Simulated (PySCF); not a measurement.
# Dipole response of Fe²⁺ (iron, charge +2)

[Ar] 3d5 4s1, high-spin 7S determinant (an excited configuration). Calculation: PySCF 2.14, in aug-cc-pVTZ-DK (8s7p5d3f2g, 93 functions); the spin-free X2C one-electron Hamiltonian (Gaussian nucleus). Coupled (time-dependent) response in atomic units; α is the mean over directions.

```tsv
method	mean α (bohr³)	C₆ (like pair)	S(−4)
UHF	19.77	77.48	368.7
PBE	14.89	55.72	188.5
PBE0	15.92	59.93	222.4
```

S(−4) is the Cauchy moment in α(ω) = α(0) + S(−4) ω² + …

α(iu) at PBE0:

```
u (hartree)  α(iu) (bohr³)
          0          15.92
     0.0500          15.38
      0.100          14.00
      0.200          10.49
      0.300          7.680
      0.500          4.623
      0.750          3.010
       1.00          2.232
       1.50          1.470
       2.00          1.079
       3.00         0.6691
       5.00         0.3332
```

A single London oscillator, α(iu) = α/(1 + u²/ω²), gives C₆ = (3/4) ω α². Matching the computed C₆ needs ω = 4 × 59.93 / (3 × 15.92²) = 0.315 hartree.

For an ion, C₆ is the dispersion term alone; charge-induced terms of lower order in 1/R come first.
